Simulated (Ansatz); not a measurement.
C3H12AlNO2Si (`C[O][Al]([O][SiH3])[N](C)C`). Charge 0, multiplicity 1. The geometry is a stationary point of PBE0-D4/def2-TZVP. It is one conformer, not always the lowest.

```xyz
20

C     1.872    2.322    0.852
O     1.574    0.991    0.554
Al    0.183    0.175    0.074
O    -1.276    0.984   -0.146
Si   -2.512    2.022   -0.270
N     0.280   -1.559   -0.197
C     1.495   -2.319   -0.028
C    -0.838   -2.372   -0.609
H     2.656    2.693    0.183
H     2.242    2.405    1.880
H     1.002    2.983    0.752
H    -3.621    1.613    0.634
H    -2.083    3.400    0.103
H    -3.022    2.051   -1.667
H     2.316   -1.671    0.283
H     1.377   -3.104    0.733
H     1.792   -2.817   -0.963
H    -1.058   -3.159    0.127
H    -1.738   -1.766   -0.727
H    -0.642   -2.872   -1.569
```

What is the dipole moment at ωB97M-V/def2-TZVPP? (Estimate.)

Ansatz gave: 0.36 D, with components (0.34, -0.10, 0.07) D in this frame, pointing from negative to positive charge.

And with PBE, r2SCAN, B3LYP? (An estimate is asked.)

The calculation gave: PBE 0.46 D, r2SCAN 0.43 D, B3LYP 0.36 D.

Give the Mulliken charges with ωB97M-V, PBE, r2SCAN in def2-TZVPP. (Estimate.)

The calculation gave: 
| atom | ωB97M-V | PBE | r2SCAN |
| --- | --- | --- | --- |
| C1 | -0.16 | -0.13 | 0.03 |
| O2 | -0.37 | -0.31 | -0.39 |
| Al3 | 0.52 | 0.39 | 0.55 |
| O4 | -0.32 | -0.24 | -0.37 |
| Si5 | 0.25 | 0.27 | 0.38 |
| N6 | -0.25 | -0.15 | -0.24 |
| C7 | -0.23 | -0.18 | -0.04 |
| C8 | -0.23 | -0.18 | -0.04 |
| H9 | 0.11 | 0.09 | 0.05 |
| H10 | 0.11 | 0.09 | 0.05 |
| H11 | 0.10 | 0.08 | 0.04 |
| H12 | -0.05 | -0.07 | -0.09 |
| H13 | -0.05 | -0.07 | -0.09 |
| H14 | -0.05 | -0.07 | -0.09 |
| H15 | 0.11 | 0.09 | 0.05 |
| H16 | 0.10 | 0.08 | 0.04 |
| H17 | 0.10 | 0.08 | 0.04 |
| H18 | 0.11 | 0.08 | 0.04 |
| H19 | 0.10 | 0.09 | 0.04 |
| H20 | 0.11 | 0.08 | 0.04 |

B3LYP here is the variant with VWN-RPA as its local correlation; programs differ in this.
